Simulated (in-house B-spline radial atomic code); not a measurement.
Atomic self-consistent-field run: Sc²⁺. Computed with a radial B-spline atomic code at the basis-set limit: non-relativistic LC-wPBE, spin-polarised, spherical fractional occupations, point nucleus.

Command:
```bash
python run_scf.py task.json out
```
Settings:
```
Z                21
configuration    [Ar] 3d1
hamiltonian      nr
method           lc_wpbe
spin_polarised   True
```

Output (hartree, bohr):
```
 radial grid: 47 intervals, B-splines of order 8, outer radius 25.5556 bohr

 iter        energy (Eh)    residual
    1        -753.676788    3.80e-01
    2        -758.147432    2.33e-01
    3        -759.480533    6.47e-02
    4        -759.603459    1.84e-02
    5        -759.610478    9.07e-03
    6        -759.613127    9.00e-04
    7        -759.613137    1.29e-04
    8        -759.613138    2.40e-05
    9        -759.613138    1.74e-06
   10        -759.613138    1.33e-07

 total energy                      -759.61314
 kinetic                             758.9293
 electron-nucleus                  -1787.5046
 Hartree                             307.2352
 exact exchange                       -3.9583
 exchange-correlation                -34.3148

 orbital      occ     eigenvalue          <r>       <r^2>       <1/r>       <r^4>       r_max
 1s up      1.000      -161.4446    0.0735866  0.00726896     20.5344 0.000135418     0.04835
 1s down    1.000      -161.4450    0.0735866  0.00726897     20.5344 0.000135418     0.04835
 2s up      1.000       -18.0651     0.346064    0.141659     4.24963   0.0354382      0.2858
 2s down    1.000       -18.0569     0.345956    0.141561     4.25098   0.0353788      0.2857
 2p up      3.000       -15.0496     0.308641    0.117614     4.18135   0.0286163      0.2333
 2p down    3.000       -15.0432     0.308501    0.117493     4.18275   0.0285406      0.2333
 3s up      1.000        -2.8179      1.08292     1.35208     1.29111     2.96243       0.934
 3s down    1.000        -2.7863      1.08215      1.3503      1.2922     2.95679      0.9335
 3p up      3.000        -2.0234      1.16339     1.59009      1.1738     4.38695      0.9701
 3p down    3.000        -1.9869      1.16144     1.58485     1.17589     4.35814      0.9688
 3d up      1.000        -0.5786      1.61689     3.36578    0.825104     27.1661       1.085
```

Run time, properties included: 0.37 s on 1 thread of Arm Neoverse V2, with other jobs on the host.

Caution: exact exchange at fractional occupations of open shells leaves self-interaction of up to several eV.
